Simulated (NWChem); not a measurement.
System meant: C₂H₇S cation; SMILES C[SH+]C

The following NWChem deck was run.

```
start job
memory heap 200 mb stack 900 mb global 1100 mb
charge 1
geometry units angstroms noautoz
  C      0.543374     0.003381     1.436876
  S     -0.572183     0.045408     0.000000
  C      0.543374     0.003381    -1.436876
  H      1.282623    -0.813176     1.342752
  H     -0.096333    -0.126314     2.331196
  H      1.035242     0.994248     1.476077
  H     -0.977282    -1.265054     0.000000
  H      1.282623    -0.813176    -1.342752
  H     -0.096333    -0.126314    -2.331196
  H      1.035242     0.994248    -1.476077
end
basis spherical
  * library def2-svp
end
dft
  odft
  mult 2
  xc xpbe96 cpbe96
  iterations 150
  mulliken
end
task dft energy
```

End of the output:

```
 Summary of "ao basis" -> "" (spherical)
 ------------------------------------------------------------------------------
       Tag                 Description            Shells   Functions and Types
 ---------------- ------------------------------  ------  ---------------------
 *                          def2-svp                  on all atoms

  pbe96 is a nonlocal functional; adding pw91lda local functional.

                                 NWChem DFT Module
                                 -----------------

 Summary of "ao basis" -> "ao basis" (spherical)
 ------------------------------------------------------------------------------
       Tag                 Description            Shells   Functions and Types
 ---------------- ------------------------------  ------  ---------------------
 C                          def2-svp                 6       14   3s2p1d
 S                          def2-svp                 8       18   4s3p1d
 H                          def2-svp                 3        5   2s1p

 Summary of "ao basis" -> "ao basis" (spherical)
 ------------------------------------------------------------------------------
       Tag                 Description            Shells   Functions and Types
 ---------------- ------------------------------  ------  ---------------------
 C                          def2-svp                 6       14   3s2p1d
 S                          def2-svp                 8       18   4s3p1d
 H                          def2-svp                 3        5   2s1p

      Symmetry analysis of basis
      --------------------------

        a'         46
        a"         35

  number of electrons :                   34
  multiplicity        :                    2
 ------------------------------------------------------------------------
  no. of electrons and multiplicity not compatible                  34
 ------------------------------------------------------------------------
 ------------------------------------------------------------------------
  current input line :
    26: task dft energy
 ------------------------------------------------------------------------
 ------------------------------------------------------------------------
 There is an error in the input file
 ------------------------------------------------------------------------
 For more information see the NWChem manual at https://nwchemgit.github.io

0: no. of electrons and multiplicity not compatible:Received an Error in Communication
```

### Question
Find the fault in this run and fix the input.

### Answer
The input was rejected before any calculation. Cause: the multiplicity doesn't fit the number of electrons (an even count wants an odd multiplicity, and the reverse). This input runs:
```
start job
memory heap 200 mb stack 900 mb global 1100 mb
charge 1
geometry units angstroms noautoz
  C      0.543374     0.003381     1.436876
  S     -0.572183     0.045408     0.000000
  C      0.543374     0.003381    -1.436876
  H      1.282623    -0.813176     1.342752
  H     -0.096333    -0.126314     2.331196
  H      1.035242     0.994248     1.476077
  H     -0.977282    -1.265054     0.000000
  H      1.282623    -0.813176    -1.342752
  H     -0.096333    -0.126314    -2.331196
  H      1.035242     0.994248    -1.476077
end
basis spherical
  * library def2-svp
end
dft
  xc xpbe96 cpbe96
  iterations 150
  mulliken
end
task dft energy
```
It converges to -477.85676 Ha (PBE/def2-SVP).
